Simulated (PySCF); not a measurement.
Si(Cl)2(Me)(NH2) (CH5Cl2NSi), SMILES C[Si](N)(Cl)Cl. Atoms are numbered in the order given.

```xyz
10

C      1.6506    -1.1765     0.3430
Si     0.0355    -0.3520    -0.0293
N     -1.1689    -1.4897    -0.4484
Cl     0.3794     1.0781    -1.5015
Cl    -0.6773     0.6767     1.6122
H      1.5303    -1.8920     1.1697
H      2.0208    -1.7160    -0.5428
H      2.4053    -0.4281     0.6245
H     -2.1401    -1.1984    -0.4799
H     -0.9706    -2.1820    -1.1631
```

The structure is a stationary point at PBE0-D3(BJ)/def2-SVP. The values are those of a single conformer.

The numbers are results of B3LYP/def2-TZVP in PySCF, not measurements.

Gas-phase values at a fixed geometry.

```
Property                                                                                                        Value
---------------------------------------------------------------------------------------------  ----------------------
total energy                                                                                      -1306.05052 hartree
highest occupied level                                                                                       -7.76 eV
lowest empty level                                                                                            0.25 eV
orbital gap                                                                                                   8.01 eV
dipole moment                                                                                                  2.49 D
quadrupole, principal values (traceless, Buckingham form, about the centre of nuclear charge)   -8.36, 1.84, 6.52 D·Å
mean static polarisability                                                                       66.3 bohr³ (9.82 Å³)
polarisability, principal values                                                               61.6, 66.9, 70.2 bohr³
```
